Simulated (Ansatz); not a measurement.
Ansatz results at the PBE0-D4/def2-TZVP geometry: HOMO–LUMO gap (PBE/def2-TZVPP) 4.56 eV; HOMO energy (B3LYP/def2-TZVPP) -7.06 eV; HOMO–LUMO gap (B3LYP/def2-TZVPP) 6.13 eV.

Each molecule was computed in one conformer, which needn't be the lowest.

(1) Which molecule gave them?
A. `[OH][GeH2][SiH2]S`
B. `NB[SiH2][SiH3]`
C. `O[SiH](S)[GeH3]`
D. `C[C@H]1C[Si@H]1Cl`

Answers

(1) A. The others give `NB[SiH2][SiH3]`: 4.85, -7.43, 6.50; `C[C@H]1C[Si@H]1Cl`: 5.16, -6.68, 6.81; `O[SiH](S)[GeH3]`: 5.31, -7.24, 6.85.

B3LYP here is the variant with VWN-RPA as its local correlation; programs differ in this.
